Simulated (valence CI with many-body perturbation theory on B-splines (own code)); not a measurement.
E1 transitions of Pm³⁰⁺

Calculated by configuration interaction combined with many-body perturbation theory (CI+MBPT): three valence electrons over a frozen Dirac-Fock core [Ar] 3d10, a basis of 11 s, 11 p, 10 d, 8 f, 5 g, 2 h functions for each j, with the one-electron correlation potential Σ1, the two-electron term Σ2, the three-electron term Σ3, Breit, model QED; selected CI, second order for the rest, scaled by the run's own slope (own B-spline code, finite nucleus).

No measured spectrum was set against this ion. As an estimate, large intervals hold to a few tenths of a per cent, small ones and those within an open d or f shell to about a per cent.

Lines 101 to 150 of 538 in falling wavelength, among levels below 480.31 eV, chosen from the strongest by gf and those to the six lowest levels. Wavelengths and rates use the calculated energies. Electric multipoles are in the length gauge with retardation, E1 and E2 with the static RPA response of the core. Weak lines are less certain than strong ones. Lines between different terms over intervals too small for the method are left out, as are lines whose strength nearly cancels. Where a level lies close to another of its J and parity, the split of strength between their lines is uncertain. The highest levels of a list are the least certain.

Levels are named by their leading jj configuration (3d3/2^4 stands for four electrons in 3d with j = 3/2), which in mixed levels can hold well under half, so a name can repeat and another be missing. Letters in brackets count levels of one name in rising energy.

| λ vac (Å) | Upper | Lower | A (s⁻¹) | S (a.u.) with core polarisation | S without |
| --- | --- | --- | --- | --- | --- |
| 116.3 | (4p3/2^2 4d3/2) J=5/2 | (4s 4p3/2 4d3/2) J=5/2 [a] | 2.87e+10 | 1.34e-01 | 1.44e-01 |
| 116.2 | (4p1/2 4p3/2 4f5/2) J=3/2 [b] | (4s 4p1/2 4f5/2) J=3/2 | 4.43e+10 | 1.37e-01 | 1.47e-01 |
| 116.0 | (4p3/2^2 4d5/2) J=5/2 [b] | (4s 4p3/2 4d5/2) J=7/2 [b] | 4.68e+10 | 2.16e-01 | 2.33e-01 |
| 116.0 | (4p3/2 4d3/2 4d5/2) J=5/2 [e] | (4s 4d3/2 4d5/2) J=7/2 [b] | 9.48e+10 | 4.38e-01 | 4.71e-01 |
| 116.0 | (4p3/2^2 4f5/2) J=5/2 | (4s 4p3/2 4f5/2) J=7/2 [a] | 2.74e+10 | 1.27e-01 | 1.36e-01 |
| 115.8 | (4p3/2^2 4d5/2) J=7/2 | (4s 4p3/2 4d5/2) J=9/2 | 2.46e+10 | 1.51e-01 | 1.62e-01 |
| 115.7 | (4s 4p3/2 4d3/2) J=3/2 [b] | (4s 4p3/2^2) J=3/2 | 6.05e+10 | 1.85e-01 | 1.99e-01 |
| 115.3 | (4p1/2 4p3/2 4d3/2) J=3/2 [b] | (4s 4p1/2 4d3/2) J=3/2 [b] | 4.41e+10 | 1.34e-01 | 1.43e-01 |
| 115.3 | (4p1/2 4p3/2 4d5/2) J=7/2 [b] | (4s 4p1/2 4d5/2) J=7/2 | 2.79e+10 | 1.69e-01 | 1.81e-01 |
| 115.1 | (4s 4d3/2 4d5/2) J=9/2 | (4s 4p3/2 4d5/2) J=7/2 [b] | 4.15e+10 | 3.12e-01 | 3.37e-01 |
| 114.9 | (4p1/2^2 4p3/2) J=3/2 | (4s 4p1/2^2) J=1/2 | 5.28e+10 | 1.58e-01 | 1.70e-01 |
| 114.8 | (4p1/2 4p3/2 4d3/2) J=3/2 [a] | (4p1/2 4p3/2^2) J=5/2 | 4.56e+10 | 1.36e-01 | 1.46e-01 |
| 114.7 | (4p3/2^2 4f5/2) J=7/2 | (4s 4p3/2 4f7/2) J=9/2 [a] | 2.05e+10 | 1.22e-01 | 1.32e-01 |
| 114.7 | (4p1/2 4p3/2 4f5/2) J=5/2 [b] | (4s 4p1/2 4f5/2) J=5/2 [a] | 3.24e+10 | 1.45e-01 | 1.55e-01 |
| 114.6 | (4p3/2^2 4d3/2) J=7/2 | (4s 4p3/2 4d3/2) J=7/2 | 2.00e+10 | 1.19e-01 | 1.28e-01 |
| 114.6 | (4p1/2 4d5/2^2) J=7/2 | (4p1/2 4p3/2 4d5/2) J=5/2 [c] | 3.77e+10 | 2.24e-01 | 2.41e-01 |
| 114.4 | (4p3/2 4d3/2 4d5/2) J=7/2 [d] | (4s 4d3/2 4d5/2) J=7/2 [a] | 2.73e+10 | 1.62e-01 | 1.74e-01 |
| 114.4 | (4s 4p3/2 4f7/2) J=9/2 [c] | (4s^2 4f7/2) J=7/2 | 2.75e+11 | 2.03e+00 | 2.18e+00 |
| 114.4 | (4p1/2 4d3/2 4d5/2) J=9/2 | (4p1/2 4p3/2 4d5/2) J=9/2 | 2.28e+10 | 1.69e-01 | 1.80e-01 |
| 114.4 | (4p3/2 4d5/2^2) J=9/2 | (4s 4d5/2^2) J=9/2 | 4.12e+10 | 3.05e-01 | 3.28e-01 |
| 114.4 | (4p3/2^2 4f5/2) J=7/2 | (4s 4p3/2 4f5/2) J=7/2 [a] | 2.92e+10 | 1.72e-01 | 1.85e-01 |
| 114.3 | (4s 4p1/2 4d3/2) J=3/2 [a] | (4s 4p1/2 4p3/2) J=3/2 [a] | 1.46e+10 | 4.32e-02 | 4.66e-02 |
| 114.2 | (4s 4p3/2^2) J=3/2 | (4s^2 4p3/2) J=3/2 | 1.39e+11 | 4.08e-01 | 4.39e-01 |
| 114.2 | (4p1/2 4p3/2 4f5/2) J=3/2 [a] | (4s 4p1/2 4f5/2) J=5/2 [a] | 1.07e+11 | 3.14e-01 | 3.37e-01 |
| 114.2 | (4p3/2^2 4d5/2) J=9/2 | (4s 4p3/2 4d5/2) J=9/2 | 5.88e+10 | 4.32e-01 | 4.65e-01 |
| 114.2 | (4s 4p3/2 4f5/2) J=7/2 [b] | (4s^2 4f7/2) J=7/2 | 3.79e+10 | 2.23e-01 | 2.40e-01 |
| 114.1 | (4s 4p1/2 4d3/2) J=3/2 [b] | (4s 4p1/2 4p3/2) J=3/2 [b] | 1.01e+10 | 2.97e-02 | 3.18e-02 |
| 114.0 | (4p3/2^2 4f7/2) J=7/2 | (4p3/2^2 4d5/2) J=5/2 [b] | 2.99e+10 | 1.75e-01 | 1.88e-01 |
| 113.7 | (4s 4p3/2 4f7/2) J=5/2 | (4s^2 4f7/2) J=7/2 | 1.65e+11 | 7.17e-01 | 7.69e-01 |
| 113.7 | (4s 4p1/2 4p3/2) J=1/2 | (4s^2 4p1/2) J=1/2 | 2.04e+11 | 2.95e-01 | 3.17e-01 |
| 113.6 | (4s 4p3/2 4f5/2) J=7/2 [b] | (4s^2 4f5/2) J=5/2 | 1.06e+11 | 6.14e-01 | 6.58e-01 |
| 113.6 | (4s 4p3/2^2) J=1/2 | (4s^2 4p3/2) J=3/2 | 1.43e+11 | 2.06e-01 | 2.22e-01 |
| 113.6 | (4s 4p1/2 4d5/2) J=5/2 [a] | (4s 4p1/2 4p3/2) J=3/2 [b] | 3.22e+09 | 1.40e-02 | 1.50e-02 |
| 113.6 | (4s 4p3/2 4d5/2) J=3/2 | (4s^2 4d5/2) J=5/2 | 1.78e+11 | 5.14e-01 | 5.52e-01 |
| 113.5 | (4p3/2^3) J=3/2 | (4s 4p3/2^2) J=5/2 | 4.04e+10 | 1.17e-01 | 1.25e-01 |
| 113.2 | (4p1/2 4p3/2^2) J=5/2 | (4s 4p1/2 4p3/2) J=3/2 [a] | 1.83e+08 | 7.87e-04 | 8.42e-04 |
| 113.1 | (4s 4p3/2 4f5/2) J=3/2 [b] | (4s^2 4f5/2) J=5/2 | 1.63e+11 | 4.66e-01 | 5.00e-01 |
| 113.1 | (4p1/2 4p3/2 4d3/2) J=1/2 [a] | (4s 4p1/2 4d3/2) J=3/2 [a] | 1.12e+11 | 1.60e-01 | 1.72e-01 |
| 113.0 | (4p3/2^2 4f7/2) J=11/2 | (4s 4p3/2 4f7/2) J=11/2 | 3.45e+10 | 2.95e-01 | 3.17e-01 |
| 112.7 | (4s 4p1/2 4d3/2) J=5/2 | (4s 4p1/2 4p3/2) J=5/2 | 4.99e+10 | 2.11e-01 | 2.27e-01 |
| 112.6 | (4s 4p3/2 4d5/2) J=5/2 [b] | (4s^2 4d5/2) J=5/2 | 1.26e+11 | 5.33e-01 | 5.73e-01 |
| 112.4 | (4s 4p3/2 4f5/2) J=5/2 [b] | (4s 4p3/2 4d5/2) J=5/2 [b] | 3.43e+10 | 1.44e-01 | 1.55e-01 |
| 112.3 | (4s 4d5/2^2) J=7/2 | (4s 4p3/2 4d5/2) J=5/2 [b] | 2.42e+10 | 1.36e-01 | 1.46e-01 |
| 112.3 | (4p3/2 4d5/2^2) J=11/2 | (4p3/2^2 4d5/2) J=9/2 | 1.99e+10 | 1.66e-01 | 1.79e-01 |
| 112.2 | (4p1/2 4p3/2 4d5/2) J=5/2 [c] | (4s 4p1/2 4d5/2) J=5/2 [a] | 3.97e+10 | 1.66e-01 | 1.79e-01 |
| 111.8 | (4s 4p3/2 4f5/2) J=5/2 [c] | (4s^2 4f5/2) J=5/2 | 1.15e+11 | 4.74e-01 | 5.09e-01 |
| 111.3 | (4s 4p3/2 4f7/2) J=7/2 [b] | (4s^2 4f7/2) J=7/2 | 7.17e+10 | 3.91e-01 | 4.19e-01 |
| 111.3 | (4p1/2 4p3/2^2) J=3/2 | (4s 4p1/2 4p3/2) J=3/2 [a] | 7.67e+10 | 2.09e-01 | 2.24e-01 |
| 111.3 | (4p1/2 4d5/2^2) J=9/2 | (4p1/2 4p3/2 4d5/2) J=7/2 [b] | 3.82e+10 | 2.60e-01 | 2.79e-01 |
| 111.1 | (4p1/2 4p3/2 4d5/2) J=5/2 [a] | (4s 4p1/2 4d3/2) J=5/2 | 3.11e+10 | 1.26e-01 | 1.35e-01 |
